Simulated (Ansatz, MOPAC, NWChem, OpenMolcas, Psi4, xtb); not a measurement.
**CH5Ge (SMILES [CH3][GeH2]): methods side by side**

CH5Ge, doublet, SMILES `[CH3][GeH2]`. Each level relaxes the structure for itself.

Each level gives the highest harmonic wavenumber at each level's own minimum (cm⁻¹). The values are calculated.

```tsv
level	kind	program	value (cm⁻¹)
AM1	semi-empirical	MOPAC	3186
MNDO	semi-empirical	MOPAC	3345
PM6	semi-empirical	MOPAC	2774
GFN1-xTB	semi-empirical	xtb	3005
UHF/3-21G	Hartree–Fock	OpenMolcas	3277
UHF/6-31G* (Cartesian functions)	Hartree–Fock	OpenMolcas	3300
UB3LYP-D3(BJ)/6-31G* (spherical functions)	global hybrid	NWChem	3165
UPBE0-D4/def2-TZVP	global hybrid	Ansatz	3166
UMP2/def2-SVP (density fitting, density fitting for correlation)	perturbation theory	Psi4	3238
```

All-electron rows without a relativistic Hamiltonian named are non-relativistic. Harmonic and unscaled. The values span 2774 to 3345 cm⁻¹. In the correlated wave-function rows the outer d shell of Ge is correlated, in sets not made for it.
